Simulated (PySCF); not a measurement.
Q: Write Cartesian coordinates for `COC([SiH3])=C=C[SiH3]` as optimised with PBE0-D3(BJ)/def2-SVP.

A: 
```
atom  x, y, z in Å
C1    -1.2564   -1.5125    0.3151
O2    -1.4068   -0.1442    0.0399
C3    -0.3479    0.4664   -0.5551
Si4   -0.6043    2.3072   -0.8618
C5     0.7804   -0.1159   -0.9201
C6     1.9550   -0.5999   -1.2533
Si7    3.3986   -0.6137   -0.0559
H8    -2.1851   -1.8504    0.7920
H9    -1.0854   -2.0897   -0.6111
H10   -0.4055   -1.6915    0.9963
H11    0.6366    2.8589   -1.4759
H12   -0.8893    2.9981    0.4314
H13   -1.7652    2.5157   -1.7785
H14    2.0961   -1.0089   -2.2657
H15    3.8841   -2.0128    0.1602
H16    4.5418    0.1814   -0.6029
H17    2.9582   -0.0315    1.2451
```

Orientation and origin are arbitrary. Atoms count from 1 in this order. The 2 C–O bonds span 1.359 Å (O2–C3, drawn single) to 1.404 Å (C1–O2, drawn single), a spread of 0.045 Å. Of the pairs four or more bonds apart, C5···H9 is among the closest relative to their van der Waals radii: 2.73 Å, 94 % of the sum of Bondi's values. Si7 (SiH3 silicon) is tetrahedral (angles from 107.6° to 110.5°). Si4 (SiH3 silicon) is tetrahedral (angles from 108.4° to 110.1°).

Bonds between heavy atoms (Å): C1–O2 1.404, O2–C3 1.359, C3–Si4 1.884, C3=C5 1.321, C5=C6 1.313, C6–Si7 1.876.

Method: PBE0-D3(BJ)/def2-SVP geometry optimisation, gas phase (PySCF).

Point group: C1 (no symmetry element, even within 0.4 Å). Not checked by PBE0-D3(BJ)/def2-SVP frequencies. The numbers are those of one conformer (C1–O2–C3–Si4 -179°).
